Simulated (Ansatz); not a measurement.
Reaction (cleavage of the B–Si bond): `FBB[SiH3]` + NH₃ → `NBBF` + SiH₄

Computed with Ansatz on PBE0-D4/def2-TZVP structures; ΔE is electronic, products minus reactants. CBS: MP2 limit from def2 TZ/QZ plus the TZ coupled-cluster correction, frozen cores. This one scheme is used for every species. DFT in def2-TZVPP. HSE06 is defined as in plane-wave codes. Each species was taken in one conformer, which may not be the lowest.

Task: Is it downhill or uphill in electronic energy at CCSD(T)/CBS, and by how much? (An estimate is asked.)

Result: Computed: Downhill: ΔE = -147.4 kJ/mol.

Task: What do these levels give: revPBE-D4, r2SCAN-D4, B97M-V, BHLYP-D4, ωB97M-V, PBE, BLYP, r2SCANh, HSE06, CCSD/def2-SVP, MP2/def2-TZVPP, MP2/CBS(def2)? (An estimate is asked.)

Result: Ansatz gave: revPBE-D4 -138.8, r2SCAN-D4 -143.1, B97M-V -135.0, BHLYP-D4 -150.6, ωB97M-V -152.1, PBE -141.7, BLYP -150.6, r2SCANh -144.2, HSE06 -142.5, CCSD/def2-SVP -170.9, MP2/def2-TZVPP -156.1, MP2/CBS(def2) -152.5 kJ/mol.

Largest T1 diagnostic among the species: 0.015.

Leaving LDA and LC-ωPBE aside and taking each functional with its dispersion term where it has one, the values, not all of them listed here, spread over 20.7 kJ/mol, from CAM-B3LYP-D4 to B97M-V. LDA lies −11.4 kJ/mol from PBE without D4. At CCSD(T), def2-SVP lies −25.8 kJ/mol from the extrapolated value and def2-TZVPP −3.5 kJ/mol.
